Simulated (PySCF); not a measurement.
From computed data to an observable: entropy of an ideal gas

ZrO₂, SMILES [O]=[Zr]=[O], multiplicity 1.

The structure is a stationary point at B3LYP-D3(BJ)/def2-TZVP. The spin state was assumed, not searched. The isomer is the one that the SMILES or the coordinates give; other isomers of the formula were not compared. The def2 effective core potentials stand for the cores of Zr; spin–orbit coupling is left out.

B3LYP-D3(BJ)/def2-TZVP in PySCF gives the harmonic wavenumbers 303, 866, 936 cm⁻¹ and the rotational temperatures 0.9435, 0.3663, 0.2639 K. The molar mass is 123.22 g/mol, the symmetry number 2, the spin multiplicity 1.

**Question.** Work out the entropy at 298.15 K and 1 atm in the rigid-rotor, harmonic-oscillator model.

**Answer.** 
Translation (Sackur–Tetrode at 1 atm): S = R[1.5 ln M + 2.5 ln T − 1.16487] = 168.8 J/(mol K).
Rotation: q = (√π/σ) T^1.5/√(θA θB θC) = 15100, S = R[ln q + 3/2] = 92.5 J/(mol K).
Vibration: with u = 1.4388 ν/T, each mode gives R[u/(e^u − 1) − ln(1 − e^−u)]:
| ν (cm⁻¹) | modes | u | S (J/(mol K)) |
|---|---|---|---|
| 303 | 1 | 1.46 | 5.86 |
| 866 | 1 | 4.18 | 0.67 |
| 936 | 1 | 4.52 | 0.51 |
These are all the modes. Sum 7.0 J/(mol K).
Spin: R ln 1 = 0.0 J/(mol K).
Total 268.3 J/(mol K); the program's own thermochemistry gives 268.3. Translation makes up 63 % and vibration 3 %. Anharmonicity, hindered rotation and orbital degeneracy are left out.
